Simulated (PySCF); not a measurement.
Isomers of C5H4O2S, one conformer each. Computed with core-valence-separated Tamm–Dancoff BHandHLYP/aug-pcX-1 (pcseg-1 on H, def2-SVPD on S) in PySCF, non-relativistic, gas phase, PBE0-D3(BJ)/def2-SVP geometry. No empirical shift is added; at this level the pattern usually sits a few eV under experiment.

P. `O=COc1cccs1`
Q. `O=c1ccsc(O)c1`

Main lines, eV (oscillator strength):
1. C K: 282.6 (0.049), 283.2 (0.029), 283.2 (0.075), 283.9 (0.072), 284.9 (0.079); O K: 528.3 (0.043), 533.3 (0.023), 533.5 (0.014)
2. C K: 283.4 (0.035), 283.4 (0.068), 283.5 (0.063), 285.0 (0.082), 285.2 (0.066); O K: 529.3 (0.047), 533.4 (0.021), 535.0 (0.007), 535.1 (0.006), 535.6 (0.008)
Listed: the first five lines at most of each edge with a tenth or more of its strongest line's intensity; roots within 0.03 eV on the same or equivalent atoms are summed. Only the lowest roots were sought, and the top ones are left out.

Question: Which spectrum belongs to which isomer?

Answer: 1 = Q, 2 = P.
- P: first C line listed at 283.4 eV, hole on the aromatic CH carbon (1s→π*); first O line listed at 529.3 eV, hole on the ester carbonyl oxygen (1s→π*).
- Q: first C line listed at 282.6 eV, hole on the unsaturated ring CH carbon (1s→π*); first O line listed at 528.3 eV, hole on the carbonyl oxygen (1s→π*).

Question: What are the ground-state energies of the isomers at BHandHLYP/aug-pcX-1 (pcseg-1 on H, def2-SVPD on S), relative to the lowest?

Answer: P 3.1, Q 0.0 kJ/mol (electronic energies on these geometries, no dispersion or zero-point terms).
